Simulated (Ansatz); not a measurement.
`C=C[SiH2]O` + HCl → `C=C[SiH2]Cl` + H₂O  (ligand exchange at the Si–O bond)

Isolated molecules relaxed with PBE0-D4/def2-TZVP in Ansatz; ΔE leaves out vibrations. CBS: MP2 limit from def2 TZ/QZ plus the TZ coupled-cluster correction, frozen cores. This one scheme is used for every species. Functionals use def2-TZVPP. B3LYP here is the variant with VWN-RPA as its local correlation; programs differ in this. HSE06 is defined as in plane-wave codes. One conformer a species, not always the lowest.

```json
{"level": "LDA (SPW92)", "ΔE (kcal/mol)": "-1.7", "difference from CCSD(T)/CBS": "1.2"}
{"level": "PBE-D4", "ΔE (kcal/mol)": "-3.5", "difference from CCSD(T)/CBS": "-0.6"}
{"level": "revPBE-D4", "ΔE (kcal/mol)": "-3.7", "difference from CCSD(T)/CBS": "-0.8"}
{"level": "r2SCAN-D4", "ΔE (kcal/mol)": "-2.2", "difference from CCSD(T)/CBS": "0.7"}
{"level": "B97M-V", "ΔE (kcal/mol)": "-1.7", "difference from CCSD(T)/CBS": "1.2"}
{"level": "PBE0-D4", "ΔE (kcal/mol)": "-3.5", "difference from CCSD(T)/CBS": "-0.6"}
{"level": "B3LYP-D4", "ΔE (kcal/mol)": "-1.9", "difference from CCSD(T)/CBS": "1.0"}
{"level": "r2SCANh-D4", "ΔE (kcal/mol)": "-2.3", "difference from CCSD(T)/CBS": "0.6"}
{"level": "r2SCAN0-D4", "ΔE (kcal/mol)": "-2.4", "difference from CCSD(T)/CBS": "0.5"}
{"level": "HSE06-D4", "ΔE (kcal/mol)": "-3.6", "difference from CCSD(T)/CBS": "-0.7"}
{"level": "BHLYP-D4", "ΔE (kcal/mol)": "-1.7", "difference from CCSD(T)/CBS": "1.2"}
{"level": "ωB97X-V", "ΔE (kcal/mol)": "-2.1", "difference from CCSD(T)/CBS": "0.8"}
{"level": "ωB97M-V", "ΔE (kcal/mol)": "-2.2", "difference from CCSD(T)/CBS": "0.7"}
{"level": "B2PLYP", "ΔE (kcal/mol)": "-1.6", "difference from CCSD(T)/CBS": "1.3"}
{"level": "PBE-QIDH", "ΔE (kcal/mol)": "-2.9", "difference from CCSD(T)/CBS": "0.0"}
{"level": "PBE", "ΔE (kcal/mol)": "-3.2", "difference from CCSD(T)/CBS": "-0.3"}
{"level": "revPBE", "ΔE (kcal/mol)": "-3.7", "difference from CCSD(T)/CBS": "-0.8"}
{"level": "BLYP", "ΔE (kcal/mol)": "-1.4", "difference from CCSD(T)/CBS": "1.5"}
{"level": "r2SCAN", "ΔE (kcal/mol)": "-2.1", "difference from CCSD(T)/CBS": "0.8"}
{"level": "PBE0", "ΔE (kcal/mol)": "-3.3", "difference from CCSD(T)/CBS": "-0.4"}
{"level": "B3LYP", "ΔE (kcal/mol)": "-1.4", "difference from CCSD(T)/CBS": "1.5"}
{"level": "r2SCANh", "ΔE (kcal/mol)": "-2.2", "difference from CCSD(T)/CBS": "0.7"}
{"level": "r2SCAN0", "ΔE (kcal/mol)": "-2.4", "difference from CCSD(T)/CBS": "0.5"}
{"level": "HSE06", "ΔE (kcal/mol)": "-3.3", "difference from CCSD(T)/CBS": "-0.4"}
{"level": "BHLYP", "ΔE (kcal/mol)": "-1.1", "difference from CCSD(T)/CBS": "1.8"}
{"level": "CAM-B3LYP", "ΔE (kcal/mol)": "-0.5", "difference from CCSD(T)/CBS": "2.4"}
{"level": "LC-ωPBE", "ΔE (kcal/mol)": "-2.2", "difference from CCSD(T)/CBS": "0.7"}
{"level": "RPA@PBE/def2-TZVPP", "ΔE (kcal/mol)": "-0.8", "difference from CCSD(T)/CBS": "2.1"}
{"level": "HF/def2-SVP", "ΔE (kcal/mol)": "-2.1", "difference from CCSD(T)/CBS": "0.8"}
{"level": "MP2/def2-SVP", "ΔE (kcal/mol)": "-1.7", "difference from CCSD(T)/CBS": "1.2"}
{"level": "CCSD/def2-SVP", "ΔE (kcal/mol)": "-1.3", "difference from CCSD(T)/CBS": "1.6"}
{"level": "HF/def2-TZVPP", "ΔE (kcal/mol)": "-0.8", "difference from CCSD(T)/CBS": "2.1"}
{"level": "MP2/def2-TZVPP", "ΔE (kcal/mol)": "-2.5", "difference from CCSD(T)/CBS": "0.4"}
{"level": "CCSD/def2-TZVPP", "ΔE (kcal/mol)": "-1.2", "difference from CCSD(T)/CBS": "1.7"}
{"level": "CCSD(T)/def2-TZVPP", "ΔE (kcal/mol)": "-1.5", "difference from CCSD(T)/CBS": "1.4"}
{"level": "MP2/def2-QZVPP", "ΔE (kcal/mol)": "-3.3", "difference from CCSD(T)/CBS": "-0.4"}
{"level": "SCS-MP2/def2-QZVPP", "ΔE (kcal/mol)": "-2.4", "difference from CCSD(T)/CBS": "0.5"}
{"level": "HF/CBS(def2)", "ΔE (kcal/mol)": "-0.8", "difference from CCSD(T)/CBS": "2.1"}
{"level": "MP2/CBS(def2)", "ΔE (kcal/mol)": "-3.9", "difference from CCSD(T)/CBS": "-1.0"}
{"level": "CCSD/CBS(def2)", "ΔE (kcal/mol)": "-2.6", "difference from CCSD(T)/CBS": "0.3"}
{"level": "CCSD(T)/CBS", "ΔE (kcal/mol)": "-2.9", "difference from CCSD(T)/CBS": "0"}
```

Largest T1 diagnostic among the species: 0.011.

Leaving LDA and LC-ωPBE aside and taking each functional with its dispersion term where it has one, the values, not all of them listed here, spread over 2.9 kcal/mol, from revPBE-D4 to CAM-B3LYP-D4. LDA lies +1.5 kcal/mol from PBE without D4. At CCSD(T), def2-SVP lies +1.6 kcal/mol from the extrapolated value and def2-TZVPP +1.4 kcal/mol.
